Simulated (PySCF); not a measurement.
# What binds SbI: the parts of the energy along the bond

State: ³Σ⁻, triplet, unpaired electrons π ↑↑. ROHF-based CCSD(T) in PySCF 2.14 with Sb cc-pwCVDZ-PP with ECP28, I aug-cc-pVDZ-PP with ECP28 and Sb cc-pwCVTZ-PP with ECP28, I aug-cc-pVTZ-PP with ECP28 (frozen core orbitals: 13; scalar-relativistic core potentials). Correlation energies are extrapolated as n⁻³ (n = 2, 3), Hartree–Fock as (n+1)·exp(−9√n). All energies in eV from Sb + I.

```tsv
R (Å)	HF/CBS	CCSD corr.	(T)	total
2.3777	-0.205	-1.084	-0.1485	-1.438
2.4857	-0.741	-1.025	-0.1502	-1.916
2.5938	-1.015	-0.976	-0.1527	-2.144
2.7019	-1.108	-0.937	-0.1560	-2.200
2.8100	-1.076	-0.907	-0.1604	-2.144
2.9451	-0.924	-0.882	-0.1676	-1.973
3.0802	-0.694	-0.870	-0.1770	-1.742
```

A fit to the total gives Re = 2.6943 Å, De = 2.201 eV, ωe = 208.4 cm⁻¹, Be = 0.03751 cm⁻¹ (masses 120.9038 and 126.9045 u).

Task: At R = 2.7019 Å the CCSD correlation energy is -0.459145 hartree in the smaller basis and -0.685287 in the larger. Extrapolate it.

Result: (3³·E3 − 2³·E2)/(3³ − 2³) = -0.78050 hartree; the larger basis holds 87.8 % of it.

The T1 diagnostic is 0.018. The state was picked by a PBE0 search and need not be the measured ground state. Spin–orbit coupling, excitations beyond (T) and corrections to the Born–Oppenheimer picture are left out, and spin–orbit coupling matters for open p, d or f shells this heavy.
